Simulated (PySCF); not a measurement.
# Sb²⁺: excitation energy

Sb²⁺ [Kr] 4d10 5s2 5p1 (2P) → Sb²⁺ [Kr] 4d10 5s1 5p1 6s1 (4P), as a difference of total energies. Computed with PySCF 2.14 in aug-cc-pwCVTZ-DK3 with one added diffuse shell each of s, p, d, f type (11s10p8d5f1g, 125 functions), with scalar relativity by spin-free X2C-1e. Correlated levels: valence: [Kr] 4d10 frozen; valence and next inner shell: [Ar] 3d10 frozen. The calculations carry no spin-orbit coupling.

```json
{"method": "UHF", "excitation energy (cm⁻¹)": "143220"}
{"method": "LDA", "excitation energy (cm⁻¹)": "159760"}
{"method": "PBE", "excitation energy (cm⁻¹)": "156610"}
{"method": "PBE0", "excitation energy (cm⁻¹)": "154840"}
{"method": "MP2 (valence)", "excitation energy (cm⁻¹)": "149090"}
{"method": "SCS-MP2 (valence)", "excitation energy (cm⁻¹)": "151500"}
{"method": "MP2 (valence and next inner shell)", "excitation energy (cm⁻¹)": "157580"}
{"method": "SCS-MP2 (valence and next inner shell)", "excitation energy (cm⁻¹)": "158340"}
```

A first-order spin-orbit estimate (lowest level to lowest level, LS coupling) adds 0.031 eV.

The promoted electron is Rydberg-like, and one or two diffuse shells describe it only roughly, which tends to raise the upper state.
